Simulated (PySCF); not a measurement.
NICS in isomers of C4H7N3OSi.

Probes without a nucleus sit at each ring's centroid and 1 Å off its mean plane on both sides; NICS is minus the shielding there, NICSzz its component along the normal. Level: GIAO PBE0/pcSseg-1 (PySCF, non-relativistic, gas phase) on the GFN2-xTB geometries, one conformer each. Atom numbers follow the mapped SMILES.

**Question.** Order these rings by mean NICS(1)zz, lowest (most negative) first (ppm).
A. ring C2–N3–C4–N5–N6–C7 in `[CH3:1][c:2]1[n:3][cH:4][n:5][n:6][c:7]1[O:8][SiH3:9]`
B. ring C4–C5–N6–N8–N9 in `[CH3:1][C:2](=[O:3])[c:4]1[cH:5][n:6]([SiH3:7])[n:8][n:9]1`
C. ring C4–N5–N6–N7–C8 in `[CH3:1][C:2](=[O:3])[c:4]1[n:5][nH:6][n:7][c:8]1[SiH3:9]`

**Answer.** C (-33.6), B (-32.2), A (-24.8).

```csv
SMILES,ring,NICS(0),NICS(1),NICS(1)zz,HOMA,rms pucker (Å),ring atoms with four or more neighbours
CC(=O)c1n[nH]nc1[SiH3],5-membered ring with 3 N; formal bonds all aromatic,-13.2,-13.6,-33.6,0.95,0.00,0
CC(=O)c1cn([SiH3])nn1,5-membered ring with 3 N; formal bonds all aromatic,-12.1,-13.0,-32.2,0.88,0.00,0
Cc1ncnnc1O[SiH3],6-membered ring with 3 N; formal bonds all aromatic,-4.5,-10.4,-24.8,0.93,0.00,0
```

NICS(0) gives the same order. The isotropic NICS(1) gives the same order. HOMA uses Krygowski's 1993 parameters. NICS(1) and NICS(1)zz are means over the two faces.
